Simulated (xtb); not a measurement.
iodine (I2), SMILES II. All values are semi-empirical tight-binding results from xtb (GFN2-xTB unless named), good for trends rather than for accurate numbers. Geometry optimised at GFN2-xTB.

```yaml
point_group_as_xtb_finds_it: D∞h
orbital_gap: 2.74 eV
static polarisability (D4 model): 66.6 bohr³
solvation energy, GFN2-xTB/ALPB(water): -2.1 kcal/mol
solvation energy, GFN2-xTB/ALPB(hexane): -3.6 kcal/mol
```
